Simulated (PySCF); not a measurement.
**SMILES FC(F)[C@H]1C=CCO1, C5H6F2O**

Molfile (atoms numbered from 1):
```
C5H6F2O
     RDKit          3D

 14 14  0  0  0  0  0  0  0  0999 V2000
    1.1282   -0.7430   -1.6479 F   0  0  0  0  0  0  0  0  0  0  0  0
    1.7074   -0.2861   -0.5139 C   0  0  0  0  0  0  0  0  0  0  0  0
    2.5794    0.6780   -0.8934 F   0  0  0  0  0  0  0  0  0  0  0  0
    0.6619    0.2895    0.4661 C   0  0  1  0  0  0  0  0  0  0  0  0
   -0.3803    1.1023   -0.2502 C   0  0  0  0  0  0  0  0  0  0  0  0
   -1.5402    0.4751   -0.1760 C   0  0  0  0  0  0  0  0  0  0  0  0
   -1.3849   -0.7836    0.6181 C   0  0  0  0  0  0  0  0  0  0  0  0
   -0.0431   -0.7598    1.0963 O   0  0  0  0  0  0  0  0  0  0  0  0
    2.2735   -1.1138   -0.0628 H   0  0  0  0  0  0  0  0  0  0  0  0
    1.2220    0.8584    1.2218 H   0  0  0  0  0  0  0  0  0  0  0  0
   -0.1348    2.0158   -0.7559 H   0  0  0  0  0  0  0  0  0  0  0  0
   -2.4807    0.7700   -0.5995 H   0  0  0  0  0  0  0  0  0  0  0  0
   -1.5501   -1.6737   -0.0051 H   0  0  0  0  0  0  0  0  0  0  0  0
   -2.0590   -0.8296    1.4804 H   0  0  0  0  0  0  0  0  0  0  0  0
  1  2  1  0
  2  3  1  0
  2  4  1  0
  4  5  1  0
  5  6  2  0
  6  7  1  0
  7  8  1  0
  8  4  1  0
  2  9  1  0
  4 10  1  1
  5 11  1  0
  6 12  1  0
  7 13  1  0
  7 14  1  0
M  END
```

Theory: PySCF, GIAO LC-wPBE/MINI magnetisability, rotational g tensor and spin-rotation constants, non-relativistic, gas phase. Geometry: GFN2-xTB.

(1) Give the nuclear spin-rotation constants along the inertial axes (H = +C I·J) beside the isotropic shieldings.

Results:

(1) Rotational constants 4.0965, 1.5184, 1.4813 GHz. A star marks the isotopologue with that one atom substituted, in its own axes.
```csv
atom,isotope,Caa (kHz),Cbb (kHz),Ccc (kHz),mean (kHz),σ (ppm)
F1,19F,-0.365,0.262,1.466,0.454,406.4
F3,19F,2.874,0.793,-0.175,1.164,404.6
H9,1H,-0.447,0.062,-0.174,-0.187,24.9
H10,1H,-0.467,-0.192,0.056,-0.201,26.1
H11,1H,-0.363,0.069,-0.197,-0.164,24.2
H12,1H,-0.233,-0.027,-0.150,-0.137,24.1
H13,1H,-0.499,-0.152,0.015,-0.212,26.7
H14,1H,-0.002,-0.174,-0.140,-0.105,26.5
C2,13C*,0.771,0.261,0.243,0.425,138.5
C4,13C*,0.609,0.224,0.252,0.361,153.0
C5,13C*,0.726,0.517,0.179,0.474,115.6
C6,13C*,0.787,0.538,0.156,0.494,112.0
C7,13C*,0.578,0.238,0.233,0.350,154.8
O8,17O*,-0.187,0.089,-0.072,-0.057,378.1
```
For the geometry as given, no vibrational averaging.
